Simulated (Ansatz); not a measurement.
```xyz
2

Al    0.0000    0.0000    0.0000
O     0.0000    0.0000    1.6200
```

Basis set: pcseg-2 (spherical functions). Charge 0, multiplicity 2.

Computed with Ansatz (development build ahead of 0.2.0); each method stands on the lowest determinant of its kind that the runs found.

The atomization energy at this shape (free ground-state atoms in the same class of orbitals less the molecule, no zero-point energy) of doublet AlO:

| method | atomization energy |
| --- | --- |
| UHF | 63.46 kcal/mol |
| ROHF | 65.40 kcal/mol |

Q: What does PBE (unrestricted) give?

A: 131.52 kcal/mol. Caution for UHF: the unrestricted determinant is spin contaminated.

The shape needn't be a minimum at these levels.
